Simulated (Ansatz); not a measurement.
Ansatz (a quantum-chemistry and plane-wave program) input (PBE/6-31G*):

Ansatz 0.2 input:
```yaml
crystal:
  periodic: [false, false, false]
  atoms:
    - {symbol: S, position_ang: [-0.31331600, 1.22137300, -1.30459600]}
    - {symbol: B, position_ang: [-0.00764300, 0.02979500, -0.03182600]}
    - {symbol: S, position_ang: [1.67547400, -0.40434700, 0.50007400]}
    - {symbol: S, position_ang: [-1.35734900, -0.83577100, 0.82454400]}
    - {symbol: H, position_ang: [2.34287700, 0.41150300, -0.33333900]}
    - {symbol: H, position_ang: [-2.38159800, -0.26056200, 0.17211300]}
basis:
  gaussian:
    orbitals: 6-31G*
hamiltonian:
  xc: {name: PBE}
magnetization: {spin_polarized: true, initial_magnetization: 1}
relax: {f_tol: 0.003, max_steps: 120}
```

From the output:

```
mean field: 0.22 GiB planned
mean field -33199.61703057 eV, -1220.0634223649 hartree, gradient 9.5e-6 eV, S^2 0.752604; 0 other end points of the search recorded, 0 dependent functions left out
the calculation of the forces begins
reference -33199.61706306 eV, -1220.0634235587 hartree; 28, 27 occupied and 48, 49 virtual orbitals, 863 factors
relax step   3: F+E_penalty+E_count = -33199.61703057 eV  Δ(F+E_penalty+E_count) = -2.461e-3 eV  max|allowed force component| = 9.860e-3 eV/Å  Δτ_max = 0.0074 Å  (36 SCF iters, accepted)
these checks for a lower state are left out or cut short: starts, cluster_reference, orbital_swaps, neighbouring_geometries, increment
integrals: 0.03 GiB planned
863 factors; their error is unknown
mean field: 0.22 GiB planned
mean field evaluation 96: about -33199.6170 eV, gradient 1.0e-5 eV
mean field -33199.61704374 eV, -1220.0634228489 hartree, gradient 1.0e-5 eV, S^2 0.752604; 0 other end points of the search recorded, 0 dependent functions left out
the calculation of the forces begins
reference -33199.61707623 eV, -1220.0634240428 hartree; 28, 27 occupied and 48, 49 virtual orbitals, 863 factors
relax step   4: F+E_penalty+E_count = -33199.61704374 eV  Δ(F+E_penalty+E_count) = -1.317e-5 eV  max|allowed force component| = 2.663e-3 eV/Å  Δτ_max = 0.0012 Å  (29 SCF iters, accepted)
integrals: 0.03 GiB planned
863 factors; their error is unknown
mean field: 0.22 GiB planned
mean field evaluation 128: about -33197.9709 eV, gradient 7.0e-6 eV
mean field evaluation 160: about -33197.9716 eV, gradient 2.8e-1 eV
mean field -33199.61704374 eV, -1220.0634228489 hartree, gradient 1.0e-5 eV, S^2 0.752604; 9 other end points of the search recorded, 0 dependent functions left out
the calculation of the forces begins
reference -33199.61707623 eV, -1220.0634240428 hartree; 28, 27 occupied and 48, 49 virtual orbitals, 863 factors
Total energy: -33199.61707623 eV, -1220.0634240428 hartree
Atom 0 at    -0.316300     1.233006    -1.317021 Å, force     0.000245    -0.000955     0.001020 eV/Å
Atom 1 at    -0.009333     0.036383    -0.038862 Å, force    -0.000640     0.002493    -0.002663 eV/Å
Atom 2 at     1.683360    -0.410158     0.506559 Å, force     0.000121    -0.001618     0.001715 eV/Å
Atom 3 at    -1.361804    -0.843338     0.832348 Å, force     0.000688    -0.001537     0.001655 eV/Å
Atom 4 at     2.367217     0.412455    -0.333290 Å, force    -0.001847     0.000575    -0.000688 eV/Å
Atom 5 at    -2.404696    -0.266357     0.177237 Å, force     0.001433     0.001042    -0.001039 eV/Å
Dipole moment:    -0.032740     0.127626    -0.136322 e Å
```

The geometry given is a B3LYP-D3(BJ)/def2-TZVP minimum.
